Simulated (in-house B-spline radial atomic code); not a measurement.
A fraction x of an electron is removed from 3d in Ni⁵⁺, starting from [Ar] 3d5 and keeping the highest spin. Computed with a radial B-spline atomic code at the basis-set limit: non-relativistic TPSSh, spin-polarised, spherical fractional occupations, point nucleus.

Caution: exact exchange at fractional occupations of open shells leaves self-interaction of up to several eV.

```
   x  E(x) - E(0) (eV)  3d up level (eV)
   0            0.0000           -96.894
0.09            8.8193           -99.094
0.14           13.8047          -100.322
0.37           37.5334          -106.030
 0.5           51.5294          -109.299
0.62           64.8276          -112.342
0.66           69.3417          -113.362
0.75           79.6480          -115.668
0.96          104.5075          -121.102
   1          109.3724          -122.146
```

The exact functional would give a straight line between the two integer points. Deviations E(x) - E(0) - x[E(1) - E(0)], in eV: -1.024 at x = 0.09, -1.507 at x = 0.14, -2.934 at x = 0.37, -3.157 at x = 0.5, -2.983 at x = 0.62, -2.844 at x = 0.66, -2.381 at x = 0.75, -0.49 at x = 0.96.

The curve lies below the straight line by up to 3.157 eV (at x = 0.5): convex, the delocalisation error, to which spherically averaged exact exchange adds.

(1) How well does Slater's transition state (minus the level at half occupation) give the ionisation energy?

Results:

(1) It gives 109.299 eV against 109.372 eV from the two total energies; NIST lists 108.00 eV, ground level to ground level. The end point has an open shell averaged over its orbitals, so its exact exchange keeps a self-interaction and this is no true integer point.
